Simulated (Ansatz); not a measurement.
Species: C4H3N, SMILES `C(C#N)C#C` (charge 0, multiplicity 1), formula C4H3N.

Q: How many basis functions does frozen-core CCSD(T)/cc-pVTZ // B3LYP-D3(BJ)/def2-TZVP (Ansatz, an electronic-structure program) use, how many core orbitals are frozen, and how many electrons are correlated?

A: 192 basis functions and 5 frozen orbitals, which leaves 24 correlated electrons. Core time is of the order of minutes.
